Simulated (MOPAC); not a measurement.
MOPAC input (PM6):

```
PM6 1SCF UHF MS=0.5 GEO-OK AUX(PRECISION=9) THREADS=1
C2H6BO

C     1.42075400 1   -0.51585700 1   -0.20202500 1
B    -0.00957000 1    0.16411200 1    0.04147300 1
C    -1.34974800 1   -0.70176700 1   -0.10568400 1
O    -0.08276600 1    1.41926800 1    0.35866700 1
H     2.24790600 1    0.17807700 1   -0.07136700 1
H     1.53238900 1   -1.34937500 1    0.49519500 1
H     1.44422200 1   -0.92212800 1   -1.21579200 1
H    -1.30067100 1   -1.53948300 1    0.59371100 1
H    -1.38883800 1   -1.11223600 1   -1.11727600 1
H    -2.25107000 1   -0.12381900 1    0.08507900 1
```

Output:

```
 *******************************************************************************
 **                                                                           **
 **                              MOPAC v23.2.5                                **
 **                                                                           **
 *******************************************************************************
 ** MOPAC's Digital Object Identifier: https://doi.org/10.5281/zenodo.6511958 **
 **                                                                           **
 ** Please cite the open-source release paper for use of this MOPAC version:  **
 ** J. E. Moussa and J. J. P. Stewart (2026)                                  **
 ** MOPAC: An open-source semiempirical molecular orbital program             **
 ** J. Open Source Softw., 11(119), 8025, https://doi.org/10.21105/joss.08025 **
 *******************************************************************************

                              PM6 CALCULATION RESULTS

 *******************************************************************************
 *  PM6        - The PM6 Hamiltonian to be used
 *  GEO-OK     - OVERRIDE INTERATOMIC DISTANCE AND OTHER SAFETY CHECKS
 *  UHF        - UNRESTRICTED HARTREE-FOCK CALCULATION
 *  MS=        - IN MECI, MAGNETIC COMPONENT OF SPIN =  0.5
 *  1SCF       - DO 1 SCF AND THEN STOP
 *  AUX        - OUTPUT AUXILIARY INFORMATION
 *******************************************************************************
PM6 1SCF UHF MS=0.5 GEO-OK AUX(PRECISION=9) THREADS=1
 C2H6BO

   ATOM   CHEMICAL          X               Y               Z
  NUMBER   SYMBOL      (ANGSTROMS)     (ANGSTROMS)     (ANGSTROMS)

     1       C          1.42075400  *  -0.51585700  *  -0.20202500  *
     2       B         -0.00957000  *   0.16411200  *   0.04147300  *
     3       C         -1.34974800  *  -0.70176700  *  -0.10568400  *
     4       O         -0.08276600  *   1.41926800  *   0.35866700  *
     5       H          2.24790600  *   0.17807700  *  -0.07136700  *
     6       H          1.53238900  *  -1.34937500  *   0.49519500  *
     7       H          1.44422200  *  -0.92212800  *  -1.21579200  *
     8       H         -1.30067100  *  -1.53948300  *   0.59371100  *
     9       H         -1.38883800  *  -1.11223600  *  -1.11727600  *
    10       H         -2.25107000  *  -0.12381900  *   0.08507900  *

          CARTESIAN COORDINATES

    NO.       ATOM           X           Y           Z

     1         C          1.4208     -0.5159     -0.2020
     2         B         -0.0096      0.1641      0.0415
     3         C         -1.3497     -0.7018     -0.1057
     4         O         -0.0828      1.4193      0.3587
     5         H          2.2479      0.1781     -0.0714
     6         H          1.5324     -1.3494      0.4952
     7         H          1.4442     -0.9221     -1.2158
     8         H         -1.3007     -1.5395      0.5937
     9         H         -1.3888     -1.1122     -1.1173
    10         H         -2.2511     -0.1238      0.0851

 General Reference for PM6:
 "Optimization of Parameters for Semiempirical Methods V: Modification of NDDO Approximations
 and Application to 70 Elements", J. J. P. Stewart, J. Mol. Mod., 13, 1173-1213 (2007)
 URL: https://link.springer.com/article/10.1007/s00894-007-0233-4

           Empirical Formula: C2 H6 O B  =    10 atoms

      MOLECULAR POINT GROUP   :   C2v

          UHF CALCULATION, NO. OF ALPHA ELECTRONS =   12
                           NO. OF BETA  ELECTRONS =   11

 -------------------------------------------------------------------------------
 PM6 1SCF UHF MS=0.5 GEO-OK AUX(PRECISION=9) THREADS=1
 C2H6BO

     1SCF WAS SPECIFIED, SO BFGS WAS NOT USED
     SCF FIELD WAS ACHIEVED

                              PM6 CALCULATION
                                                       MOPAC v23.2.5 Linux

          FINAL HEAT OF FORMATION =        -43.33797 KCAL/MOL =    -181.32607 KJ/MOL

          COSMO AREA              =        104.82 SQUARE ANGSTROMS
          COSMO VOLUME            =         88.73 CUBIC ANGSTROMS

          IONIZATION POTENTIAL    =         10.929123 EV
          ALPHA SOMO LUMO (EV)    =        -10.929  1.383
          BETA  SOMO LUMO (EV)    =        -11.590 -2.037
          NO. OF ALPHA ELECTRONS  =         12
          NO. OF BETA  ELECTRONS  =         11
          MOLECULAR WEIGHT        =         56.8788         POINT GROUP:  C2v

          MOLECULAR DIMENSIONS (Angstroms)

            Atom       Atom       Distance
            H    10    H     5     4.51181
            O     4    H     9     2.87658
            H     8    H     7     1.68051

          SCF CALCULATIONS        =          1

   ATOM   CHEMICAL          X               Y               Z
  NUMBER   SYMBOL      (ANGSTROMS)     (ANGSTROMS)     (ANGSTROMS)

     1       C          1.42075400  *  -0.51585700  *  -0.20202500  *
     2       B         -0.00957000  *   0.16411200  *   0.04147300  *
     3       C         -1.34974800  *  -0.70176700  *  -0.10568400  *
     4       O         -0.08276600  *   1.41926800  *   0.35866700  *
     5       H          2.24790600  *   0.17807700  *  -0.07136700  *
     6       H          1.53238900  *  -1.34937500  *   0.49519500  *
     7       H          1.44422200  *  -0.92212800  *  -1.21579200  *
     8       H         -1.30067100  *  -1.53948300  *   0.59371100  *
     9       H         -1.38883800  *  -1.11223600  *  -1.11727600  *
    10       H         -2.25107000  *  -0.12381900  *   0.08507900  *

                             CARTESIAN COORDINATES

   1    C        1.420754000    -0.515857000    -0.202025000
   2    B       -0.009570000     0.164112000     0.041473000
   3    C       -1.349748000    -0.701767000    -0.105684000
   4    O       -0.082766000     1.419268000     0.358667000
   5    H        2.247906000     0.178077000    -0.071367000
   6    H        1.532389000    -1.349375000     0.495195000
   7    H        1.444222000    -0.922128000    -1.215792000
   8    H       -1.300671000    -1.539483000     0.593711000
   9    H       -1.388838000    -1.112236000    -1.117276000
  10    H       -2.251070000    -0.123819000     0.085079000

           Empirical Formula: C2 H6 O B  =    10 atoms

      MOLECULAR POINT GROUP   :   C2v

          ALPHA EIGENVALUES
 -31.54256 -25.45360 -24.57502 -16.89099 -15.89373 -14.97725 -14.68194 -13.60064
 -13.48604 -13.04081 -12.38521 -10.92912   1.38276   1.82576   4.05465   4.21966
   5.64268   5.66005   5.78495   5.82529   6.58585   6.75412

           BETA EIGENVALUES
 -28.18428 -25.31913 -24.44741 -15.78895 -14.69265 -14.51306 -13.95585 -13.54705
 -12.06371 -11.68583 -11.59034  -2.03677   1.50463   2.18699   4.55572   4.77598
   5.69073   5.69988   5.82908   5.90019   6.61203   6.79844

              NET ATOMIC CHARGES AND DIPOLE CONTRIBUTIONS

  ATOM NO.   TYPE          CHARGE      No. of ELECS.   s-Pop       p-Pop
    1          C          -0.492048        4.4920     1.09461     3.39744
    2          B           0.217631        2.7824     0.99112     1.79125
    3          C          -0.492028        4.4920     1.09461     3.39742
    4          O          -0.199035        6.1990     1.84870     4.35033
    5          H           0.159137        0.8409     0.84086
    6          H           0.161803        0.8382     0.83820
    7          H           0.161800        0.8382     0.83820
    8          H           0.161800        0.8382     0.83820
    9          H           0.161803        0.8382     0.83820
   10          H           0.159138        0.8409     0.84086
 DIPOLE           X         Y         Z       TOTAL
 POINT-CHG.     0.122    -2.092    -0.529     2.162
 HYBRID        -0.005     0.087     0.022     0.090
 SUM            0.117    -2.006    -0.507     2.072

          ATOMIC ORBITAL ELECTRON POPULATIONS

     Atom    s        px        py        pz
    1  C   1.09461   1.08260   1.14916   1.16568
    2  B   0.99112   0.73467   0.66562   0.39097
    3  C   1.09461   1.09412   1.13589   1.16741
    4  O   1.84870   1.21071   1.47057   1.66905
    5  H   0.84086
    6  H   0.83820
    7  H   0.83820
    8  H   0.83820
    9  H   0.83820
   10  H   0.84086

                    (SZ)    =    0.500000
                    (S**2)  =    0.777444

          ATOMIC ORBITAL SPIN POPULATIONS

    Atom   Total    s     px     py     pz
         Atomic
    1  C  0.1975  0.021  0.119  0.045  0.012
    2  B -0.2361 -0.053 -0.049 -0.064 -0.071
    3  C  0.1975  0.021  0.103  0.064  0.009
    4  O  0.8823  0.023  0.739  0.046  0.075
    5  H -0.0073 -0.007
    6  H -0.0067 -0.007
    7  H -0.0067 -0.007
    8  H -0.0067 -0.007
    9  H -0.0067 -0.007
   10  H -0.0073 -0.007

 **********************
 *                    *
 * JOB ENDED NORMALLY *
 *                    *
 **********************

 == MOPAC DONE ==
```

The geometry given is a B3LYP-D3(BJ)/def2-TZVP minimum.
